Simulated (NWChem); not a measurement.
System: C2H5NSi; SMILES N#CC[SiH3]

Results from NWChem. Coordinates come from a PBE-D3(BJ)/def2-SVP optimisation. Vertical excitations in the gas phase; the lowest state need not have the same character in each row.

```tsv
level	lowest excitation, singlet (eV)	oscillator strength of that lowest state	orbital gap (eV)
PBE/def2-SVPD, full TDDFT	6.86	0.009	6.76
B3LYP/def2-SVPD, full TDDFT	7.15	0.001	8.31
Hartree-Fock/def2-SVPD, TDHF	6.60	0.000	13.97
```
